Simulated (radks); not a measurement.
N4+, 3 electrons, occupied as [He] 2s1. All-electron calculation, Dirac Kohn-Sham, LDA (Slater exchange, Perdew-Zunger correlation), spin-unpolarised, spherical densities, point nucleus. Program: a radial shooting solver on a logarithmic mesh with Libxc functionals.

Unscreened Slater integrals over Kohn-Sham orbitals (cm^-1). Large and small components are both included.

integral,value
"F0(2s1/2,2s1/2)",187620
"F0(2s1/2,1s1/2)",262620
"G0(2s1/2,1s1/2)",23769
"F0(1s1/2,1s1/2)",900970
